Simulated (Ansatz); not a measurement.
Reaction (ligand exchange at the Si–Se bond): `CO[Si](Cl)(Cl)[SeH]` + HCl → `CO[Si](Cl)(Cl)Cl` + H₂Se

Gas-phase electronic energies from Ansatz, PBE0-D4/def2-TZVP geometries. CCSD(T)/CBS is the MP2 limit (def2-TZVPP, def2-QZVPP) plus CCSD(T) − MP2 in def2-TZVPP, frozen cores. This one scheme is used for every species. DFT in def2-TZVPP. B3LYP here is the variant with VWN-RPA as its local correlation; programs differ in this. For Se outer-core shells are correlated without core-valence functions, which leaves a few kJ/mol of doubt a bond. Scalar relativity is left out up to krypton. One conformer a species, not always the lowest.

(1) Is it downhill or uphill in electronic energy at CCSD(T)/CBS, and by how much? (An estimate is asked.)

(2) What do these levels give: PBE-D4, B3LYP-D4, PBE, r2SCAN, SCS-MP2/def2-TZVPP, HF/def2-QZVPP? (An estimate is asked.)

Largest T1 diagnostic among the species: 0.010.

Answers

(1) Computed: Downhill: ΔE = -34.3 kJ/mol.

(2) Ansatz gave: PBE-D4 -31.8, B3LYP-D4 -37.3, PBE -34.9, r2SCAN -39.7, SCS-MP2/def2-TZVPP -37.9, HF/def2-QZVPP -50.7 kJ/mol.

In def2-TZVPP, CCSD(T) changes the Hartree–Fock value by +13.5 kJ/mol (the triples alone add +1.9 kJ/mol) and MP2 by +15.1 kJ/mol. The D4 term adds +5.0 kJ/mol with B3LYP and +2.8 kJ/mol with PBE0; it sums over pairs of atoms, weighted by their polarisabilities, and B3LYP, whose exchange is more repulsive, gets the larger term.
